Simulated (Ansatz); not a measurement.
C₂H₉NSSi (`CNC([SiH3])S`). Charge 0, multiplicity 1.

Cartesian coordinates in Å:
```
C 1.709 0.097 0.834
N 0.658 0.859 0.191
C -0.648 0.235 0.289
Si -0.890 -1.141 -0.993
S -1.974 1.442 0.058
H 1.504 -0.132 1.893
H 2.645 0.654 0.776
H 1.856 -0.852 0.313
H 0.602 1.790 0.589
H -0.861 -0.164 1.297
H -2.146 -1.874 -0.691
H -0.972 -0.510 -2.336
H 0.239 -2.112 -0.985
H -1.722 1.709 -1.236
```

Task: Give the diagnostics of a CCSD(T)/def2-TZVPP run (frozen core, the Gaussian-basis code of Ansatz). (Best estimate.)

Result: The calculation gave: T1 = 0.0110, largest single amplitude 0.010, largest double 0.017, (T) share of the correlation energy 4.0 %, 9 CCSD cycles. The RHF solution is stable towards an unrestricted one. T1 lies under the customary mark of 0.02 for closed shells.
